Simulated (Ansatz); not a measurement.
[AlBrH3]- (AlH₃Br⁻), relaxed as a singlet with RKS PBE0-D4/def2-TZVPD in Ansatz, starting from the GFN2-xTB geometry. Force threshold 0.02 eV/Å.

Start:

```xyz
5

Al   -0.1201    0.1335   -0.0249
Br    1.4071   -1.5629    0.2845
H    -0.2132    0.3990   -1.6046
H     0.4412    1.4104    0.7657
H    -1.5151   -0.3800    0.5793
```

Problem. Estimate the energy that the relaxation releases and the steps that it takes.

Solution. 0.07 eV, in 4 steps; 4.1 s on 4 threads of Arm Neoverse V1 on a shared host. No frequencies were taken in this run, so the end may be a saddle point.

Problem. Does the start keep its bonding and symmetry?

Solution. By distances, no bond broke or formed. The bond that changes most is Al1–Br2, from 2.30 to 2.42 Å (atoms count from 1). Point group C3v at the start, C3v at the end, both within 0.05 Å.

Problem. Predict the relaxed structure.

Solution. 
Cartesian coordinates in Å:
```
Al -0.137 0.152 -0.028
Br 1.469 -1.633 0.295
H -0.224 0.414 -1.628
H 0.437 1.442 0.775
H -1.545 -0.375 0.586
```
Bond lengths: 1 × Al–Br 2.42 Å; 3 × Al–H 1.62 Å.
